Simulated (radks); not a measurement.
Charge is removed step by step from the 3p3/2 level of Nb2+, starting from [Ne] 3s2 3p(1/2: 2, 3/2: 4) 3d10 4s2 4p6 4d3. All-electron calculation, Dirac Kohn-Sham, PBEsol, spin-unpolarised, spherical densities, point nucleus; open shells fill j = l - 1/2 first. Program: a radial shooting solver on a logarithmic mesh with Libxc functionals.

| removed (e) | E - E(0) (eV) | eigenvalue (eV) | E minus straight line (eV) |
|---|---|---|---|
| 0 | 0.000 | -358.98 | 0.000 |
| 0.1 | 36.057 | -362.18 | -1.475 |
| 0.2 | 72.436 | -365.40 | -2.629 |
| 0.3 | 109.14 | -368.65 | -3.459 |
| 0.4 | 146.17 | -371.93 | -3.963 |
| 0.5 | 183.53 | -375.23 | -4.138 |
| 0.6 | 221.21 | -378.55 | -3.981 |
| 0.7 | 259.24 | -381.90 | -3.492 |
| 0.8 | 297.59 | -385.26 | -2.667 |
| 0.9 | 336.29 | -388.65 | -1.503 |
| 1 | 375.33 | -392.07 | 0.000 |

Removing the whole electron costs 375.33 eV by Delta-SCF, against 358.98 eV from minus the eigenvalue at the starting occupation. Slater's transition state (half an electron removed) gives 375.23 eV. Integrating minus the eigenvalue over the occupation (Janak's theorem) gives 375.33 eV. The mean slope of the eigenvalue, de/dn, is 33.1 eV per electron.
